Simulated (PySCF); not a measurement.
A side-by-side comparison of computed properties.

First species: C₂H₈F₃PSi₂.
Structure used (GFN2-xTB), in Å, numbered top down from 1:
```
atom  x, y, z in Å
C1     2.410   -0.097    0.292
C2     1.062   -0.806    0.322
Si3   -0.281    0.193   -0.600
P4    -0.160    2.324    0.121
Si5   -2.325   -0.810   -0.367
F6    -2.907   -0.954    1.108
F7    -3.502   -0.027   -1.099
F8    -2.493   -2.285   -0.935
H9     2.761    0.016   -0.730
H10    2.327    0.896    0.732
H11    3.159   -0.656    0.851
H12    0.768   -0.965    1.362
H13    1.167   -1.795   -0.127
H14    0.053    0.243   -2.039
H15   -1.429    2.683   -0.308
H16   -0.617    2.046    1.404
```

Second species: C5H7OP.
SMILES: `C#C[P@@](C)(=O)C=C`

Levels: wB97X-D/def2-SVPD for dipole moment, HOMO energy, LUMO energy, HOMO–LUMO gap, static isotropic polarisability and electronic spatial extent ⟨r²⟩ about the centre of nuclear charge; TDDFT wB97X-D/def2-SVPD for lowest singlet excitation; TDA wB97X-D/def2-SVPD for lowest triplet excitation (Tamm–Dancoff); GFN2-xTB for rotational constant A and rotational constant C. Geometries: GFN2-xTB. Each species is one conformer at its optimised geometry, gas phase, non-relativistic unless stated; the electronic structure was computed with PySCF and density fitting.

Dipoles, sizes and rotational constants follow the conformer. The torsions of the flexible species, by atom-mapped SMILES:
- `[CH3:1][CH2:2][Si@H:3]([PH2:4])[Si:5]([F:6])([F:7])[F:8]`: C1–C2–Si3–P4 -48°, C2–Si3–Si5–F6 61°, H–P4–Si3–C2 -161°, H–P4–Si3–C2 -69°
- `[CH:1]#[C:2][P@@:3]([CH3:4])(=[O:5])[CH:6]=[CH2:7]`: C2–P3–C6–C7 -130°

Values for the first species:

| Item | Value |
| --- | --- |
| Dipole moment | 3.41 D |
| HOMO energy | -9.73 eV |
| LUMO energy | 0.75 eV |
| HOMO–LUMO gap | 10.48 eV |
| Lowest singlet excitation | 6.46 eV |
| Lowest triplet excitation (Tamm–Dancoff) | 5.34 eV |
| Static isotropic polarisability | 101.6 au |
| Electronic spatial extent ⟨r²⟩ about the centre of nuclear charge | 1983 bohr² |
| Rotational constant A | 1.598 GHz |
| Rotational constant C | 0.567 GHz |

**Question.** Estimate the same properties for the second species, and the change in each.

**Answer.** 
```
                                                         property       first     second  second less first
                                                    dipole moment      3.41 D     4.07 D            +0.66 D
                                                      HOMO energy    -9.73 eV   -9.86 eV           -0.13 eV
                                                      LUMO energy     0.75 eV    0.86 eV           +0.11 eV
                                                    HOMO–LUMO gap    10.48 eV   10.72 eV           +0.24 eV
                                        lowest singlet excitation     6.46 eV    6.16 eV           -0.30 eV
                         lowest triplet excitation (Tamm–Dancoff)     5.34 eV    4.53 eV           -0.81 eV
                                  static isotropic polarisability    101.6 au    83.2 au           -18.4 au
electronic spatial extent ⟨r²⟩ about the centre of nuclear charge  1983 bohr²  916 bohr²        -1067 bohr²
                                            rotational constant A   1.598 GHz  2.902 GHz         +1.304 GHz
                                            rotational constant C   0.567 GHz  1.525 GHz         +0.958 GHz
```

On the first: A dipole of 3.41 D is allowed in C1, and pure rotational transitions are dipole-allowed. S1 lies 4.02 eV below the HOMO–LUMO gap; its leading configuration is HOMO→LUMO, weight 0.81.

On the second: In atomic units the dipole is 1.60 e·bohr (1 au = 2.5417 D). In wavenumbers S1 is 49700 cm⁻¹ (1 eV = 8065.54 cm⁻¹).
